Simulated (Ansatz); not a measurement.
Energy difference R1 → P1 + P2, each structure at its B3LYP-D3(BJ)/def2-SVP stationary point, reached from a drawn start (curvature not checked).
R1, Cl3Fe (SMILES [Cl][Fe]([Cl])[Cl]) (charge 0, multiplicity 6, Z-matrix in Å and degrees):
```
Fe
Cl 1 2.1506
Cl 1 2.1506 2 120.00
Cl 1 2.1506 2 119.99 3 -179.73
```
P1, Cl2Fe (SMILES [Cl][Fe][Cl]) (charge 0, multiplicity 5):
```xyz
3

Fe     0.0000     0.0000     0.0001
Cl     2.1517    -0.0036     0.0080
Cl    -2.1517     0.0036    -0.0082
```
P2: Cl atom, charge 0, multiplicity 2.

P less R. No zero-point or thermal terms; open shells are unrestricted; no spin–orbit coupling. The spin states of the d-block species are the ones drawn and need not be the lowest.

Frozen-core correlation throughout.

Codes used: Ansatz (Gaussian orbitals). Each number belongs to the level named beside it.

Total energies in hartree:

```csv
structure,PBE/def2-TZVPP,PBE0/def2-TZVPP,CCSD(T)/def2-TZVPP
R1,-2643.720897,-2643.827242,-2641.990954
P1,-2183.655634,-2183.745328,-2182.245196
P2,-459.958430,-459.997429,-459.664645
```

Task: Work out the reaction energy at each level in kJ/mol (1 hartree = 2625.49964 kJ/mol), and say how far PBE/def2-TZVPP lies from CCSD(T)/def2-TZVPP.

Result: 
- PBE/def2-TZVPP: (-2183.655634) + (-459.958430) − (-2643.720897) = 0.106833 hartree = 280.5 kJ/mol
- PBE0/def2-TZVPP: (-2183.745328) + (-459.997429) − (-2643.827242) = 0.084485 hartree = 221.8 kJ/mol
- CCSD(T)/def2-TZVPP: (-2182.245196) + (-459.664645) − (-2641.990954) = 0.081113 hartree = 213.0 kJ/mol
PBE/def2-TZVPP less CCSD(T)/def2-TZVPP: 67.5 kJ/mol. CCSD(T)/def2-TZVPP is the level counted from, the highest shown, and no exact or measured value.

Ansatz is a first-principles code.
